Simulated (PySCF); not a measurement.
A structure optimised at PBE-D3(BJ)/def2-SVP, used in a PySCF frequency run:

```
Ge
O 1 1.7916
H 2 0.9770 1 109.01
O 1 1.7920 2 108.26 3 34.89
H 4 0.9773 1 108.01 2 -127.41
O 1 1.8009 2 112.23 3 -75.96
H 6 0.9755 1 111.14 2 -59.00
P 1 2.3279 2 104.77 3 160.63
H 8 1.4404 1 90.75 2 -66.19
H 8 1.4410 9 92.56 1 90.69
```
Charge 0, spin multiplicity 1.

Write its SMILES and formula.

[OH][Ge]([OH])([OH])[PH2], GeH5O3P

What are its rotational constants (standard atomic weights)?

3.4006, 1.9197, 1.8479 GHz
